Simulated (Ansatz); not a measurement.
Reaction (SMILES): COC=O [methyl formate] → CO[C]=O + H atom (the C-H bond at the site shown breaks; other sites are not compared here)
Each molecule is optimised on its own at B3LYP-D3(BJ)/def2-TZVP (Ansatz, a program for electronic structure), one conformer each, not searched for the lowest.

Quantity: bond dissociation energy (electronic energy difference), in kcal/mol. Valence correlation only, unless marked. Open shells are spin-unrestricted. No spin-orbit coupling. No relativistic terms. CBS marks a two-point X^-3 extrapolation of the correlation energy; Hartree-Fock from the larger set. The bracket is a focal-point correction in the basis named.

```
level                         program  bond dissociation energy (kcal/mol)
---------------------  --------------  -----------------------------------
HF/STO-3G                      Ansatz                                100.2
HF/6-31G                       Ansatz                                 85.9
HF/aug-cc-pVDZ                 Ansatz                                 84.3
RI-HF/cc-pVQZ                  Ansatz                                 84.3
SVWN5/def2-TZVPD               Ansatz                                112.2
PBE-D3(BJ)/def2-TZVPD  Ansatz + dftd3                                100.9
BLYP/def2-TZVPD                Ansatz                                100.3
```

Task: Estimate the value at RI-MP2/CBS(cc-pVTZ,cc-pVQZ)+[CCSD(T)-MP2]/cc-pVTZ as computed with Ansatz.

Result: 106.8 kcal/mol, so BLYP/def2-TZVPD differs from it by -6.5 kcal/mol.
